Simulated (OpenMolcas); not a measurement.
A calculation on Rh I.

```yaml
Program: OpenMolcas 26.06
Method: "MS-RASPT2, IPEA 0.25 Eh, imaginary shift 0.1 Eh (closed shells correlated: 4s 4p)"
Basis: ANO-RCC-VTZP [7s6p4d2f1g]
Scalar_Hamiltonian: DKH2, point nucleus
Active_space: 9 electrons in 9 orbitals (RAS2 4d 5s; RAS3 5p, at most 2 electrons)
State_averaging: 2S+1 = 4 even, 20 roots; 2S+1 = 2 even, 64 roots kept (CI in the orbitals of an earlier block); 2S+1 = 4 odd, 45 roots; 2S+1 = 6 odd, 22 roots kept (CI in the orbitals of an earlier block); 2S+1 = 2 odd, 21 roots kept (CI in the orbitals of an earlier block)
Spin-orbit_coupling: RASSI with atomic mean-field integrals over the reference wave functions, term energies averaged over their components
```

Problem. Which level of the active space comes out lowest?

Solution. 4d9 2D 5/2, with 76 % of that term.

Problem. How high does 4d7 5s2 4F 7/2 lie?

Solution. 15400 cm-1 above the lowest level.

Problem. How high does 4d8 5s 4F 5/2 lie?

Solution. 5320 cm-1 above the lowest level.

Problem. How high does 4d8 5s 4F 9/2 lie?

Solution. 2360 cm-1 above the lowest level.

Problem. The level at 12770 cm-1 has J = 3/2. What is it made of, and what is its g factor?

Solution. 63 % 4d8 5s 4P 3/2, 23 % 4d8 5s 2P, 7 % 4d8 5s 2D; g = 1.514, against 1.735 from Landé's formula for the pure leading term.

Term energies are means over components that CASPT2 splits; among the terms shown or strongly mixed into the levels shown the widest spread is 1800 cm-1 (4d8 5s 4F). Over all roots computed the reference weight is 0.77 to 0.90; the roots of lowest weight are the least certain, and an intruder state may touch them. Terms from blocks run as CI alone lack orbitals of their own. The lowest computed level is not the ground level that NIST lists (4F9/2). Configurations are named by rounded mean occupations; where the s occupation lies near a half they are strongly mixed, a name can repeat and a true partner stay unpaired. A single d shell beside an s shell can misplace configurations of different d count against each other. The CASPT2 spread within a term exceeds the gap to the next term for 4d8 5s 2P and 4d7 5s2 4F, 4d7 5s2 4F and 4d8 5s 2D, so the order of their levels is uncertain, and so are names and mixing where such terms share a J. Only configurations of the active space appear.
